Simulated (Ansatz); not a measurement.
`[NH2][Sn]([Cl])[Cl]` radical, relaxed with UKS PBE0-D4/def2-TZVP in Ansatz from a PBE-D4/def2-SVP geometry. The force threshold is 0.005 eV/Å; the program also tests the step.

Total charge 0; spin multiplicity 2. Sn: def2 effective core potential.

Start:

```xyz
6

N     0.205    0.683    0.871
Sn   -0.672   -0.355   -0.746
Cl   -0.408   -2.650   -0.079
Cl    0.906    0.068   -2.511
H    -0.303    0.553    1.760
H     0.273    1.700    0.706
```

```
step  energy (eV)  largest force (eV/Å)  largest move (Å)
   1  -32393.4719                 0.857             0.000
   2  -32393.5504                 0.257             0.071
   3  -32393.5577                 0.101             0.023
   4  -32393.5587                 0.042             0.009
   5  -32393.5590                 0.024             0.009
   6  -32393.5590                 0.009             0.003
   7  -32393.5590                 0.000             0.001
```

End:

```xyz
6

N     0.190    0.677    0.852
Sn   -0.620   -0.345   -0.716
Cl   -0.412   -2.593   -0.081
Cl    0.879    0.058   -2.474
H    -0.299    0.527    1.729
H     0.261    1.676    0.691
```

It took 35 s on 4 threads of an Arm Neoverse V1 on a shared host, with 0.55 GiB of host memory at the peak.
